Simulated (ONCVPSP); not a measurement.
**What one change does to a pseudopotential (Al, ONCV)**

ONCVPSP 4.0.1 input, shortened (lines: element, Z, core and valence counts, functional; n l f; lmax; l rc ep ncon nbas qcut; lloc lpopt rc5 dvloc0; l nproj debl; icmod fcfact rcfact), PBEsol, scalar-relativistic:

```
  Al 13.00    3    2  -116133      upf
    1    0    2.00
    2    0    2.00
    2    1    6.00
    3    0    2.00
    3    1    1.00
    1
    0    1.65    0.00    5   10    3.90
    1    1.65    0.00    4    7    5.30
    1    5    1.65    0.00
    0    2    0.60
    1    0    2.50
    3    2.00    1.40
```

Change: p: rc 1.38.

Cutoffs: the cutoffs (Ha) at which the residual kinetic energy of the hardest occupied pseudo-wave falls to 1 and 0.1 mHa per electron; they do not see the model core or the augmentation charge, which bear on the density cutoff. Errors are all-electron minus pseudo energies relative to the spin-unpolarised reference configuration.

Q: How do hardness, ghosts and transferability respond?

A: The potential gets harder (11 Ha and 85 Ha → 65 Ha and 85 Ha); both files keep a bound ghost (s); of the 4 tests that both files solve, the error grows in 0 and shrinks in 1 by more than 15 % and 0.3 meV (median size 2.3 → 0.9 meV). A smaller radius makes the pseudo-wave follow the all-electron one further in, where it bends more sharply, so more plane waves are needed.

```tsv
quantity	base	changed
cutoff, loose	11 Ha	65 Ha
cutoff, tight	85 Ha	85 Ha
loose cutoff by channel	s 5.8 Ha, p 11 Ha	s 5.8 Ha, p 65 Ha
bound ghosts	s	s
GHOST(+) flags under 300 eV	none	none
error for 3s2 3p0, meV [ΔE 5.74 eV]	-1.3	-1.3
error for 3s1 3p0, meV [ΔE 24.91 eV]	-27	-29
error for 3s2 3p0.5, meV [ΔE 2.07 eV]	-0.1	0.0
error for 3s1 3p1, meV [ΔE 11.53 eV]	-3.2	+0.4
s: phases at 1.68 bohr within 0.05 rad from the reference energy up to (Ha; the scan ends near 5)	4.8	4.4
rms error of d²Exc/dni dnj with the model core, mHa	0.31	0.36
```

 A true bound ghost makes a file unfit for plane-wave use even where its test errors are small: the radial tests pick states by their node count and pass the ghost by.
